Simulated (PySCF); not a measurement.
PBE0 on Pd⁻ (palladium, charge -1), [Kr] 4d10 5s1, 2S determinant. Calculation: PySCF 2.14, in def2-QZVPPD with the def2 core potential (28 electrons); scalar relativity through the core potential.

```
cycle= 1 E= -127.869171786618  delta_E= -0.00481  |g|= 0.144  |ddm|= 0.62
cycle= 2 E= -127.851131709648  delta_E= 0.018  |g|= 0.287  |ddm|= 0.547
cycle= 3 E= -127.87602831987  delta_E= -0.0249  |g|= 0.00355  |ddm|= 0.176
cycle= 4 E= -127.876045044033  delta_E= -1.67e-05  |g|= 0.00422  |ddm|= 0.0329
cycle= 5 E= -127.876052503968  delta_E= -7.46e-06  |g|= 0.000256  |ddm|= 0.0251
cycle= 6 E= -127.87605255546  delta_E= -5.15e-08  |g|= 2.19e-05  |ddm|= 0.000889
cycle= 7 E= -127.876052556321  delta_E= -8.61e-10  |g|= 6.91e-07  |ddm|= 0.000149
converged SCF energy = -127.876052556321  <S^2> = 0.75244287  2S+1 = 2.0024414
```

Highest occupied orbital energy: 1.306 eV; ⟨L²⟩ = 0.00; populations by l: s 3.00, p 6.00, d 10.00, f 0.00.

Q: Can this result be used?

A: With care. Self-consistency was reached. Energies and moments cover only the electrons outside the core potential. At PBE0 the highest occupied level has a positive energy, so only the finite basis holds that electron; in a semilocal or global hybrid functional this comes from self-interaction and does not mean that the real anion is unbound.
